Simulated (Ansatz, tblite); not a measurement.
Cost and result up the ladder for AsH2(SiH3) (SiAsH5) (7 atoms). The state is a singlet with charge 0. Geometry: r2SCAN-D4/def2-TZVP.

```xyz
7

As    1.1097   -0.5130   -1.0048
H     0.9923    0.8765   -1.6138
H     2.0904   -0.0227    0.0503
Si   -0.7414   -0.1252    0.4200
H    -0.6935    1.1863    1.1141
H    -0.7803   -1.2087    1.4346
H    -1.9773   -0.1933   -0.4004
```

Ansatz on 4 threads of Arm Neoverse V2 on a shared host; xTB runs through tblite on one thread. Times are rough, summed over both states, and most runs start from the orbitals of an earlier one. PBE0-D4/def2-TZVP serves as the yardstick here, not as an exact answer. The other state is a triplet.

The xTB rows come from tblite.

xTB has no spin-polarisation term.

```csv
level,functions,vertical triplet (eV),difference from PBE0-D4/def2-TZVP (eV)
r2SCAN-D4/def2-TZVP,115,5.50,-0.02
GFN1-xTB,28,5.06,-0.45
PBE0-D4/def2-TZVP,115,5.51,0.00
GFN2-xTB,23,4.88,-0.64
PBE-D4/def2-TZVP (with forces),115,5.42,-0.09
```

Question: Estimate how long each takes.

Answer: GFN2-xTB 0.005 s; GFN1-xTB 0.006 s; PBE-D4/def2-TZVP (with forces) 1.9 s; PBE0-D4/def2-TZVP 3 s; r2SCAN-D4/def2-TZVP 4.3 s. On shared hardware such times vary by a factor of up to 3.
